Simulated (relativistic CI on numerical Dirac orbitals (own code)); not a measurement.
# What each ingredient does to the levels of Tb⁵⁷⁺

Base calculation: Dirac-Coulomb-Breit CI, KLI orbitals optimised for each configuration, model QED (radiative potential, 1s self-energy scaled to tabulated hydrogen-like ionisation energies), unscaled Slater integrals.

Configuration list (outside the closed core 1s2): 2s2 2p4, 2s 2p5, 2p6, 2p5 3s, 2p5 3p, 2p5 3d, 2s2 2p3 3s, 2s2 2p3 3p, 2s2 2p3 3d, 2s 2p4 3s, 2s 2p4 3p, 2s 2p4 3d, 2s2 2p3 4s, 2s2 2p3 4p, 2s2 2p3 4d, 2s2 2p3 4f. Levels of other configurations are missing.

The lowest level and the first level of each name with at least 55 % of one term (blank where a level has no safe partner in the second run):

```tsv
Level	Base (eV)	Shift (eV)
2s2 2p4 3P_2	0.00	0.00
2s2 2p4 1S_0	50.26	+0.03
2s2 2p4 3P_1	772.68	-1.03
2s2 2p4 1D_2	791.12	-1.03
2s 2p5 3P°_2	1109.47	+10.53
2s 2p5 1P°_1	1179.99	+10.55
2s2 2p4 3P_0	1582.92	-1.94
2s 2p5 3P°_0	1892.15	+9.51
2s 2p5 3P°_1	1927.82	+9.53
2p6 1S_0	2325.76	+20.93
2s2 2p3 3p 3P_0	6976.09	+1.02
2s2 2p3 3d 3P°_0	7044.79	+1.54
2s2 2p3 3s 3S°_1	7375.43	-2.96
2s2 2p3 3s 3D°_3	7388.92	-2.96
2s2 2p3 3s 1D°_2	7396.19	-2.95
2s2 2p3 3s 3P°_0	7431.20	-2.92
2s2 2p3 3s 3P°_1	7434.48	-2.94
2s2 2p3 3p 3D_1	7528.10	+0.32
2s 2p4 3s 5P_3	7645.09	+7.22
2s2 2p3 3p 3F_4	7708.49	-0.01
2s 2p4 3s 1S_0	7775.23	+8.66
```

At this charge energies of transitions that change n are usually good to better than 1 %, and those within a shell (Δn = 0) to a few per cent.

Problem. One thing was changed in a second run, which moved the levels as shown. Which?
A. valence Slater integrals scaled by 0.9
B. Breit term removed
C. configuration mixing switched off
D. QED terms removed

Solution. D. QED terms removed. QED shifts follow the density of s (and p1/2) electrons at the nucleus, so configurations move by their count of such electrons; where none moves, the smaller shifts of p3/2 electrons and of j = l + 1/2 against j = l − 1/2 set the pattern.

LS names give the leading component of a level, which can be under half, so a name can repeat, a term be missing and a line seem to break the LS rules.
